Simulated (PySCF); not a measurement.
**Distorted geometries of Pb(NCS)2**

Pb(NCS)2 (singlet). PySCF 2.14.0, RKS PBE0, Pb def2-SVP with ECP60, N def2-SVP, C def2-SVP, S def2-SVP; non-relativistic Hamiltonian with scalar-relativistic core potentials where named; density fitting; no spin-orbit coupling. Relaxed geometry:

```xyz
7

Pb    0.0183    1.4738    0.0000
N    -0.0003   -0.0242    1.5956
C    -0.0046   -0.3719    2.7435
S    -0.0108   -0.8669    4.2485
N    -0.0003   -0.0242   -1.5956
C    -0.0046   -0.3719   -2.7435
S    -0.0108   -0.8669   -4.2485
```

Order these distorted geometries by energy above the relaxed one, lowest first.
A.
```xyz
7

Pb    0.0764    1.5212   -0.0652
N    -0.1070   -0.0067    1.5641
C     0.0179   -0.3994    2.8199
S     0.0377   -0.8757    4.2043
N    -0.0018   -0.0525   -1.6011
C    -0.0054   -0.3884   -2.7640
S    -0.0308   -0.8509   -4.1579
```
B.
```xyz
7

Pb    0.0214    1.4085   -0.0128
N     0.0323   -0.0160    1.5466
C    -0.0090   -0.3531    2.7627
S     0.0179   -0.7857    4.2372
N    -0.0609   -0.0393   -1.6001
C     0.0047   -0.3715   -2.7007
S    -0.0195   -0.8953   -4.2330
```
C.
```xyz
7

Pb   -0.0001    1.5179   -0.0621
N    -0.0237   -0.0281    1.5975
C    -0.0040   -0.3552    2.7800
S    -0.0101   -0.8482    4.2570
N     0.0305   -0.0395   -1.5547
C     0.0047   -0.4248   -2.7332
S    -0.0104   -0.8745   -4.2844
```

C (0.21 eV), B (0.41 eV), A (1.34 eV).

Which forces (eV/Å) act in the one that lies 0.41 eV up?


```
Pb   0.02  1.27 -0.06
N   -0.31 -2.02  5.13
C    0.40  1.90 -6.34
S   -0.09 -0.58  1.84
N   -0.06  1.09  4.47
C   -0.15 -2.08 -6.12
S    0.19  0.43  1.08
```
Forces carry noise of the integration grid, about 0.01 to 0.03 eV/Å.

No frequency check is given that shows the relaxed geometry to be a minimum, and it was reached by following one of several unstable modes of a saddle point.
